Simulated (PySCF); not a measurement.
C2H4O3Si.

```xyz
10

C      0.0000     0.0000     2.7138
C      0.0000     0.0000     1.4844
Si     0.0000     0.0000    -0.3573
O      1.2497    -0.9335    -0.9273
O      0.1836     1.5491    -0.9273
O     -1.4333    -0.6155    -0.9273
H      0.0000     0.0000     3.7964
H      1.2769    -1.8403    -0.5761
H      0.9553     2.0260    -0.5761
H     -2.2322    -0.1857    -0.5761
```

Geometry optimised at PBE-D3(BJ)/def2-SVP. This is a generated structure with no PubChem entry under its InChIKey; it may be hypothetical. The values are those of a single conformer.

Level of theory: PBE/pcSseg-1 run with PySCF. Non-relativistic, no solvent.

**Question.** Give the absolute GIAO shielding of each atom: isotropic value and principal components (ppm). (The exact figures need the calculation; the answer reports its results.)

**Answer.** 
```json
[
 {"atom": "C1", "σ(iso)": "84.2", "σ11": "4.1", "σ22": "4.1", "σ33": "244.4", "span": "240.4"},
 {"atom": "C2", "σ(iso)": "96.3", "σ11": "-1.2", "σ22": "-1.2", "σ33": "291.3", "span": "292.5"},
 {"atom": "Si3", "σ(iso)": "398.1", "σ11": "350.4", "σ22": "421.9", "σ33": "421.9", "span": "71.5"},
 {"atom": "O4", "σ(iso)": "257.4", "σ11": "229.6", "σ22": "241.0", "σ33": "301.8", "span": "72.2"},
 {"atom": "O5", "σ(iso)": "257.4", "σ11": "229.6", "σ22": "241.0", "σ33": "301.8", "span": "72.2"},
 {"atom": "O6", "σ(iso)": "257.4", "σ11": "229.6", "σ22": "240.9", "σ33": "301.8", "span": "72.2"},
 {"atom": "H7", "σ(iso)": "28.9", "σ11": "24.2", "σ22": "24.2", "σ33": "38.1", "span": "13.9"},
 {"atom": "H8", "σ(iso)": "29.1", "σ11": "22.2", "σ22": "24.3", "σ33": "40.9", "span": "18.7"},
 {"atom": "H9", "σ(iso)": "29.1", "σ11": "22.2", "σ22": "24.3", "σ33": "40.9", "span": "18.7"},
 {"atom": "H10", "σ(iso)": "29.1", "σ11": "22.2", "σ22": "24.3", "σ33": "40.9", "span": "18.7"}
]
```
